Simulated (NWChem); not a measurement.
System meant: C₂H₇NOSi₂; SMILES O[Si@H]1CC([SiH3])=N1

The following NWChem deck was run.

```
start job
memory heap 200 mb stack 900 mb global 1100 mb
geometry units angstroms noautoz
  O      0.315300     2.822336    -0.572412
  Si    -0.018403     1.503341     0.374494
  C     -1.257261     0.155811    -0.150835
  C      0.025423    -0.686449     0.023923
  Si     0.133197    -2.586920    -0.086851
  N      1.057305     0.064094     0.279458
  H      0.547090     2.657807    -1.497479
  H     -0.163630     2.066141     1.737069
  H     -1.613558     0.170008    -1.187550
  H     -2.095322    -0.120425     0.499675
  H     -0.776091    -3.179643     0.932730
  H     -0.340008    -3.025529    -1.429503
  H      1.523579    -3.048724     0.138154
end
basis spherical
  O library def2-svp
  Si library def2-svp
  C library def2-svp
  N library def2-svp
  H library def2-svp
end
dft
  odft
  mult 2
  xc pbe0
  iterations 150
  mulliken
end
task dft energy
```

End of the output:

```
 Summary of "ao basis" -> "" (spherical)
 ------------------------------------------------------------------------------
       Tag                 Description            Shells   Functions and Types
 ---------------- ------------------------------  ------  ---------------------
 O                          def2-svp                 6       14   3s2p1d
 Si                         def2-svp                 8       18   4s3p1d
 C                          def2-svp                 6       14   3s2p1d
 N                          def2-svp                 6       14   3s2p1d
 H                          def2-svp                 3        5   2s1p

                                 NWChem DFT Module
                                 -----------------

 Summary of "ao basis" -> "ao basis" (spherical)
 ------------------------------------------------------------------------------
       Tag                 Description            Shells   Functions and Types
 ---------------- ------------------------------  ------  ---------------------
 O                          def2-svp                 6       14   3s2p1d
 Si                         def2-svp                 8       18   4s3p1d
 C                          def2-svp                 6       14   3s2p1d
 N                          def2-svp                 6       14   3s2p1d
 H                          def2-svp                 3        5   2s1p

  number of electrons :                   62
  multiplicity        :                    2
 ------------------------------------------------------------------------
  no. of electrons and multiplicity not compatible                  62
 ------------------------------------------------------------------------
 ------------------------------------------------------------------------
  current input line :
    32: task dft energy
 ------------------------------------------------------------------------
 ------------------------------------------------------------------------
 There is an error in the input file
 ------------------------------------------------------------------------
 For more information see the NWChem manual at https://nwchemgit.github.io

0: no. of electrons and multiplicity not compatible:Received an Error in Communication
```

Q: What is wrong, and how is it mended?

A: The input was rejected before any calculation. Cause: the multiplicity doesn't fit the number of electrons (an even count wants an odd multiplicity, and the reverse). This input runs:
```
start job
memory heap 200 mb stack 900 mb global 1100 mb
geometry units angstroms noautoz
  O      0.315300     2.822336    -0.572412
  Si    -0.018403     1.503341     0.374494
  C     -1.257261     0.155811    -0.150835
  C      0.025423    -0.686449     0.023923
  Si     0.133197    -2.586920    -0.086851
  N      1.057305     0.064094     0.279458
  H      0.547090     2.657807    -1.497479
  H     -0.163630     2.066141     1.737069
  H     -1.613558     0.170008    -1.187550
  H     -2.095322    -0.120425     0.499675
  H     -0.776091    -3.179643     0.932730
  H     -0.340008    -3.025529    -1.429503
  H      1.523579    -3.048724     0.138154
end
basis spherical
  * library def2-svp
end
dft
  xc pbe0
  iterations 150
  mulliken
end
task dft energy
```
It converges to -788.57131 Ha (PBE0/def2-SVP).
